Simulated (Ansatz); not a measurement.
`NB1O[SiH2]1` + `OC(O)(F)O[SiH3]` → `NB1O[SiH]1F` + `OC(O)O[SiH3]`  (redistribution)

Isolated molecules relaxed with PBE0-D4/def2-TZVP in Ansatz; ΔE leaves out vibrations. CBS: MP2 limit from def2 TZ/QZ plus the TZ coupled-cluster correction, frozen cores. Functionals use def2-TZVPP. One conformer a species, not always the lowest.

| level | ΔE (kJ/mol) |
| --- | --- |
| PBE-D4 | -151.0 |
| ωB97M-V | -154.5 |
| HF/def2-TZVPP | -154.4 |
| MP2/def2-TZVPP | -168.2 |

Question: What does CCSD(T)/CBS give? (Best estimate.)

Answer: The calculation gave: -165.3 kJ/mol. The listed levels differ from it by 14.3, 10.8, 10.9, -2.9 kJ/mol.

Largest T1 diagnostic among the species: 0.014.

In def2-TZVPP, CCSD(T) changes the Hartree–Fock value by −4.7 kJ/mol (the triples alone add +1.0 kJ/mol) and MP2 by −13.8 kJ/mol.
